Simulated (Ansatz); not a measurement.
Computed with Ansatz on PBE0-D4/def2-TZVP structures; ΔE is electronic, products minus reactants. CCSD(T)/CBS adds triple-zeta CCSD(T) − MP2 to the extrapolated MP2 energy (def2 sets, frozen cores). This one scheme is used for every species. DFT in def2-TZVPP. B3LYP here is the variant with VWN-RPA as its local correlation; programs differ in this. Each species was taken in one conformer, which may not be the lowest.

Consider the cleavage of the Si–B bond: `OB(S)[SiH2]Cl` + `O[SiH](O)F` → `O[SiH](F)O[SiH2]Cl` + `OBS`.

```tsv
level	ΔE (kJ/mol)	difference from CCSD(T)/CBS
PBE-D4	-118.5	24.5
r2SCAN-D4	-138.0	5.0
PBE0-D4	-128.1	14.9
B3LYP-D4	-143.1	-0.1
ωB97X-V	-140.6	2.4
ωB97M-V	-143.9	-0.9
B2PLYP	-145.9	-2.9
PBE	-117.9	25.1
r2SCAN	-137.7	5.3
PBE0	-127.5	15.5
B3LYP	-142.3	0.7
HF/def2-TZVPP	-170.5	-27.5
MP2/def2-TZVPP	-147.0	-4.0
SCS-MP2/def2-TZVPP	-150.7	-7.7
CCSD/def2-TZVPP	-146.4	-3.4
CCSD(T)/def2-TZVPP	-142.4	0.6
HF/def2-QZVPP	-173.5	-30.5
MP2/def2-QZVPP	-148.4	-5.4
SCS-MP2/def2-QZVPP	-152.1	-9.1
HF/CBS(def2)	-174.0	-31.0
MP2/CBS(def2)	-147.6	-4.6
CCSD/CBS(def2)	-147.0	-4.0
CCSD(T)/CBS	-143.0	0
```

Largest T1 diagnostic among the species: 0.013.

In def2-TZVPP, CCSD(T) changes the Hartree–Fock value by +28.1 kJ/mol (the triples alone add +4.1 kJ/mol) and MP2 by +23.5 kJ/mol. From PBE to PBE0 (25 % exact exchange), in def2-TZVPP and without D4, ΔE moves by −9.6 kJ/mol.
